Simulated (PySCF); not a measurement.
Bond stretch in ScF, singlet. Each curve is given relative to its own lowest point near equilibrium.

```csv
R / Å,A,B,C
1.33,—,244.5,242.1
1.42,—,135.6,132.4
1.52,—,62.2,58.5
1.61,—,25.9,21.9
1.68,24.1,11.0,7.1
1.73,13.0,5.7,1.9
1.78,5.8,0.1,0.0
1.84,1.2,0.0,1.2
1.89,0.0,2.0,4.4
1.98,2.3,9.1,13.6
2.09,10.3,20.1,28.7
2.20,21.5,32.6,45.8
2.42,47.7,60.2,80.5
2.70,80.6,94.2,120.2
2.95,106.9,121.0,149.8
3.22,131.3,145.9,176.2
3.59,158.3,173.8,204.7
3.90,159.1,190.9,223.3
4.40,159.1,208.0,245.8
4.79,159.0,215.7,258.5
5.36,158.9,221.8,271.6
6.16,158.9,225.3,283.2
7.20,158.9,226.1,292.1
```

Energies in mEh.

Problem. Which curve belongs to which method? The methods are restricted M06-2X/def2-TZVP in PySCF 2.14.0; PySCF with UHF/def2-TZVP; PySCF 2.14.0 with unrestricted wB97X-V/def2-TZVP.

Solution. A is UHF; B is UKS-wB97X-V; C is RKS-M06-2X.

A dash means that the run gave no value there, or that the column was ended at a point which the program doubted or which failed a test of continuity chosen for this set; such a test can also cut sound points.

The unrestricted determinant behind UKS-wB97X-V is spin-contaminated at 1.78 to 7.20 Å (<S²> up to 1.0, against 0.00 for a pure singlet). The unrestricted determinant behind UHF is spin-contaminated at 1.33 to 7.20 Å (<S²> up to 1.2, against 0.00 for a pure singlet). At the longest distance RKS-M06-2X leaves fractional charges on the fragments, a sign of delocalisation error or of the restricted form. The restricted form behind RKS-M06-2X keeps the bonding electrons paired and can't separate into open-shell fragments.
